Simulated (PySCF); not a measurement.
# Assignment exercise: C₃H₁₃NOSi₂

Geometry (Å), atoms numbered from 1 in this order:
```xyz
20

C    -2.230    0.875    0.785
C    -1.707    0.199   -0.476
C    -2.519   -1.050   -0.810
O    -0.365   -0.182   -0.338
Si    0.945    0.698    0.025
Si    2.601   -0.809   -0.420
N     4.036    0.007    0.090
H    -1.680    1.793    0.972
H    -2.100    0.211    1.637
H    -3.285    1.109    0.672
H    -1.771    0.911   -1.313
H    -3.550   -0.783   -1.027
H    -2.090   -1.549   -1.675
H    -2.498   -1.737    0.032
H     0.866    1.223    1.402
H     0.952    1.937   -0.785
H     2.662   -1.269   -1.828
H     2.635   -2.045    0.372
H     4.911   -0.490    0.052
H     4.185    0.962   -0.188
```

No solvent model, relativity neglected, rapidly exchanging positions averaged, one conformer. σ from GIAO-PBE0/pcSseg-1; GFN2-xTB geometry; PySCF 2.14.0 with density-fitted response routines.

Shifts are taken against calculated references (same method and geometry level): 13C and 1H against TMS.

Q: Assign these signals to the numbered atoms. 13C{1H} NMR (computed): δ 70.9, 26.3.

A: 
| δ (ppm) | atoms | environment | reason |
| --- | --- | --- | --- |
| 70.9 | C2 | sp3 CH bonded to O | deshielded by the electronegative neighbour |
| 26.3 | C1/C3 | methyl carbon | aliphatic region, no heteroatom directly attached |

Q: Assign these signals to the numbered atoms. 1H NMR (300 MHz, computed): δ 5.33 (t, 2H), 5.09 (t, 2H), 3.92 (sept, 1H), 1.21 (d, 6H), -0.49 (br s, 2H).

A: 
5.33 → H15/H16, hydrogen on a silicon bonded to O, Si
5.09 → H17/H18, hydrogen on a silicon bonded to N, Si
3.92 → H11, hydrogen on an sp3 CH bonded to O: its carbon carries O, an electronegative neighbour
1.21 → H8/H9/H10/H12/H13/H14, hydrogen on a methyl carbon
-0.49 → H19/H20, hydrogen on a nitrogen bonded to Si: labile proton, position sensitive to the medium

The OH or NH signal is concentration- and solvent-dependent in practice; the value given is the gas-phase one. Shifts are as computed. Against solution values, carbons near 30 ppm lie about +3 ppm off and those near 130 ppm about +5 ppm. Of 1211 compounds with measured shifts, 218 miss one by over three times the rms of a fit or turn the order of signals round; such compounds aren't used in these exercises. No couplings were computed; multiplicities are counted from neighbouring protons, with m where these are inequivalent, close in shift, in a saturated or five-membered ring or joined by F or P, and br s for small geminal =CH2 splittings.
